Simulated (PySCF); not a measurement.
# Frontier orbitals and the lowest excitations

Compound: 1,3,3-trimethylphosphindoline-1-oxide, C11H15OP.
SMILES with atom numbers: `[CH3:1][C:2]1([CH3:3])[CH2:4][P@:5]([CH3:6])(=[O:7])[c:8]2[cH:9][cH:10][cH:11][cH:12][c:13]21` (hydrogens: H14, H15, H16 on C1; H17, H18, H19 on C3; H20, H21 on C4; H22, H23, H24 on C6; H25 on C9; H26 on C10; H27 on C11; H28 on C12)

Geometry (PBE0-D3(BJ)/def2-SVP, Å), atoms numbered from 1 in this order:
```
atom  x, y, z in Å
C1    -0.030   -1.972   -1.131
C2    -0.056   -1.354    0.274
C3    -1.098   -2.082    1.127
C4     1.338   -1.454    0.942
P5     2.227    0.135    0.729
C6     3.178    0.040   -0.817
O7     3.046    0.633    1.879
C8     0.695    1.019    0.333
C9     0.522    2.400    0.243
C10   -0.740    2.910   -0.051
C11   -1.813    2.037   -0.247
C12   -1.638    0.658   -0.143
C13   -0.377    0.136    0.155
H14    0.711   -1.478   -1.778
H15   -1.011   -1.871   -1.619
H16    0.218   -3.044   -1.081
H17   -2.090   -2.073    0.650
H18   -0.809   -3.135    1.268
H19   -1.192   -1.615    2.119
H20    1.920   -2.316    0.584
H21    1.242   -1.553    2.035
H22    2.572   -0.324   -1.658
H23    3.560    1.045   -1.050
H24    4.037   -0.628   -0.657
H25    1.368    3.069    0.419
H26   -0.894    3.989   -0.121
H27   -2.803    2.439   -0.475
H28   -2.493   -0.007   -0.289
```

Method used: TDDFT PBE0/def2-SVPD, vertical, gas phase, core orbitals frozen in the response in PySCF 2.14.0, density-fitted response routines.

Frontier orbitals with the atoms that hold most of them (Löwdin shares over 4%, at most four atoms; ? is withheld):

| orbital | ε (eV) | atoms |
| --- | --- | --- |
| LUMO+2 | 0.39 | C1 12%, C3 8%, C6 7%, H16 5% |
| LUMO+1 | -0.58 | C13 21%, C10 21%, C9 12%, C12 12% |
| LUMO | ? | ? |
| HOMO | -7.32 | ? |
| HOMO-1 | -7.46 | O7 59%, P5 11%, C6 9% |
| HOMO-2 | -7.47 | O7 16%, C10 16%, C9 14%, C12 14% |
| HOMO-3 | -7.77 | C8 19%, C11 16%, O7 16%, C12 12% |

Q: Give the leading atoms of the HOMO.

A: O7 (bonded to P) 36%; C8 (bonded to 2 C and P) 14%; C13 (bonded to 3 C) 8%; P5 (bonded to 3 C and O) 8%. By element: oxygen 36%, carbon 22% or more, phosphorus 8%.

Q: Which atoms hold the LUMO, and with what shares?

A: C11 (bonded to 2 C and H) 19%; C8 (bonded to 2 C and P) 17%; C9 (bonded to 2 C and H) 16%; C12 (bonded to 2 C and H) 14%.

Q: What is the LUMO energy, and the HOMO–LUMO gap?

A: ε(LUMO) = -0.92 eV; the gap is 6.40 eV (0.2353 hartree).

Q: How does S1 compare with the orbital gap of 6.40 eV?

A: S1 is at 5.23 eV (f = 0.013), 1.18 eV below the gap, made of HOMO→LUMO (39%), HOMO-2→LUMO (26%), HOMO-3→LUMO+1 (14%). Without the coupling terms of the response equations the lowest excitation would equal the gap.

Next come S2 at 5.37 eV (f 0.014), HOMO→LUMO (43%), HOMO-2→LUMO (22%), HOMO-1→LUMO (16%); S3 at 5.50 eV (f 0.0017), HOMO-1→LUMO (75%), HOMO-2→LUMO (19%); S4 at 5.81 eV (f 0.018), HOMO→LUMO+1 (60%), HOMO-3→LUMO+1 (23%); S5 at 5.94 eV (f 0.0047), HOMO-1→LUMO+1 (63%), HOMO-3→LUMO (25%).

Löwdin shares depend on the basis, the more so with diffuse functions.

The run took 4.0 min wall on an Arm Neoverse V1 with one thread, shared host with 64 logical CPUs at a one-minute load of 15, and the process peaked at 2.2 GiB of memory.

One conformer stands for the species.
